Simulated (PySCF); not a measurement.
# Radial density of Cl³⁺ (chlorine, charge +3)

UHF, [Ne] 3s2 3p2, high-spin 3P determinant. Calculation: PySCF 2.14, in dyall-acv3z (19s12p6d4f, 113 functions); the non-relativistic Hamiltonian (point nucleus).

```json
{"r (bohr)": "0.00143", "4πr²ρ (e/bohr)": "0.07921", "4πr²(ρα − ρβ)": "0.0000"}
{"r (bohr)": "0.00241", "4πr²ρ (e/bohr)": "0.2168", "4πr²(ρα − ρβ)": "0.0000"}
{"r (bohr)": "0.00405", "4πr²ρ (e/bohr)": "0.5800", "4πr²(ρα − ρβ)": "0.0000"}
{"r (bohr)": "0.00682", "4πr²ρ (e/bohr)": "1.494", "4πr²(ρα − ρβ)": "0.0001"}
{"r (bohr)": "0.0115", "4πr²ρ (e/bohr)": "3.611", "4πr²(ρα − ρβ)": "0.0002"}
{"r (bohr)": "0.0193", "4πr²ρ (e/bohr)": "7.840", "4πr²(ρα − ρβ)": "0.0008"}
{"r (bohr)": "0.0324", "4πr²ρ (e/bohr)": "14.25", "4πr²(ρα − ρβ)": "0.0041"}
{"r (bohr)": "0.0546", "4πr²ρ (e/bohr)": "19.36", "4πr²(ρα − ρβ)": "0.0210"}
{"r (bohr)": "0.0918", "4πr²ρ (e/bohr)": "17.26", "4πr²(ρα − ρβ)": "0.0905"}
{"r (bohr)": "0.154", "4πr²ρ (e/bohr)": "13.10", "4πr²(ρα − ρβ)": "0.2683"}
{"r (bohr)": "0.260", "4πr²ρ (e/bohr)": "18.15", "4πr²(ρα − ρβ)": "0.3875"}
{"r (bohr)": "0.437", "4πr²ρ (e/bohr)": "15.53", "4πr²(ρα − ρβ)": "0.0575"}
{"r (bohr)": "0.735", "4πr²ρ (e/bohr)": "4.348", "4πr²(ρα − ρβ)": "0.3461"}
{"r (bohr)": "1.24", "4πr²ρ (e/bohr)": "3.441", "4πr²(ρα − ρβ)": "1.5678"}
{"r (bohr)": "2.08", "4πr²ρ (e/bohr)": "1.210", "4πr²(ρα − ρβ)": "0.6654"}
{"r (bohr)": "3.50", "4πr²ρ (e/bohr)": "0.03463", "4πr²(ρα − ρβ)": "0.0239"}
{"r (bohr)": "5.88", "4πr²ρ (e/bohr)": "2.791e-05", "4πr²(ρα − ρβ)": "0.0000"}
```
